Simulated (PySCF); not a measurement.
A GIAO shielding run with PySCF 2.14 (density fitting, non-relativistic, gas phase) on `N[Si@H](CF)C1CC1`, C4H10FNSi:

```
$ OMP_NUM_THREADS=1 python probes_run.py task.json out

{"job": {"kind": "nmr", "xc": "PBE0", "basis": "pcSseg-1"}, "charge": 0, "multiplicity": 1}
N      0.726625     1.504310    -0.802073
Si     0.709866     0.460456     0.565987
C      2.211268    -0.694503     0.276902
F      3.375206     0.054573     0.239329
C     -0.883751    -0.538186     0.544979
C     -2.185843     0.126449     0.199738
C     -1.576640    -0.844770    -0.753926
H      0.008286     2.202026    -0.909594
H      1.613779     1.872270    -1.108896
H      0.874085     1.095425     1.886820
H      2.345141    -1.421375     1.079651
H      2.164938    -1.230490    -0.673303
H     -0.960350    -1.311598     1.300019
H     -3.073314    -0.168139     0.740374
H     -2.172196     1.173379    -0.061829
H     -1.142229    -0.455480    -1.661510
H     -2.041868    -1.812315    -0.872578
```

Hardware: 1 thread of an Arm Neoverse N1, shared host. The job also computes population analyses, field gradients, ring-centre shieldings.

Problem. How large is the calculation?

Solution. 64 electrons, 176 basis functions and 930 auxiliary functions.

Problem. How long does it take, and how much memory does it need?

Solution. 43 s of wall time, with 12 SCF cycles and 4 response iterations; peak memory 0.8 GiB. Times on a shared host scatter by some tens of per cent.
